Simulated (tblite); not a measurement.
C₄H₅F₄S (doublet state).
Cartesian coordinates in Å at the GFN2-xTB level; atoms count from 1:
```
atom  x, y, z in Å
F1    -1.158   -0.920   -1.536
C2    -1.569   -0.350   -0.364
C3    -0.630    0.796    0.022
S4    -1.501    1.932    1.124
C5     0.663    0.343    0.703
C6     1.533   -0.546   -0.176
F7     1.664   -0.077   -1.421
F8     1.078   -1.799   -0.262
F9     2.775   -0.633    0.331
H10   -2.584    0.026   -0.536
H11   -1.582   -1.137    0.397
H12   -0.393    1.361   -0.887
H13    0.441   -0.214    1.617
H14    1.261    1.219    0.966
```

Computed with GFN2-xTB (tblite): harmonic, unscaled wavenumbers at the GFN2-xTB geometry, gas phase. Against measured fundamentals such values can be off by several per cent, at times by over 20. One conformer, not necessarily the lowest. Open shells enter through the occupations alone, without spin polarisation, and single modes of such species can be off by tens of per cent.

Harmonic wavenumbers (cm⁻¹): 50.3, 74.4, 96.6, 129.1, 213.6, 214.6, 318.4, 345.0, 381.8, 416.4, 478.5, 498.4, 589.5, 788.4, 826.9, 871.1, 904.4, 992.3, 1046.3, 1056.7, 1095.9, 1105.8, 1155.3, 1180.1, 1182.4, 1229.9, 1265.3, 1312.7, 1321.5, 1433.4, 1442.9, 2923.8, 2952.2, 2955.7, 2989.6, 2991.9.

A = 2004, B = 912.3, C = 722.5 MHz; mass 161.005 u (most abundant isotopes); point group C1, symmetry number 1; spin multiplicity 2.

Task: Zero-point energy?

Result: ½Σν̃ = 19416 cm⁻¹ = 232.26 kJ/mol.

Task: What is S at 500 K and 1 bar for an ideal gas of classical rigid rotors and harmonic oscillators?

Result: Translation 182.98, rotation 131.45, vibration 184.98, spin (R ln 2) 5.76: S = 505.2 J/(mol K).

Task: And Cp and H(500 K) − H(0)?

Result: Cp = 202.04 J/(mol K), of which vibrations give 168.78 (their classical limit is 36 R = 299.3); H(500 K) − H(0) = 62.78 kJ/mol without the zero-point energy, 46.15 from vibrations.

Task: What must be added to the electronic energy to get the Gibbs energy at 500 K and 1 bar?

Result: ZPE + [H(500 K) − H(0)] − T·S = 232.26 + 62.78 − 252.58 = 42.46 kJ/mol.

Task: Blend soft modes into free rotors: weight 1/[1 + (100 cm⁻¹/ν̃)⁴] for the oscillator and the rest for a rotor with moment μB/(μ + B), μ = h/(8π²ν), B = 10⁻⁴⁴ kg m². What vibrational entropy results?

Result: 169.92 J/(mol K) in place of 184.98, which changes −T·S at 500 K by +7.53 kJ/mol.

Hindered rotation and anharmonicity are outside this model. Other conformers, if any are populated, would add a mixing term that is left out. The structure is chiral; the term R ln 2 for an equal mix with its mirror image is left out.
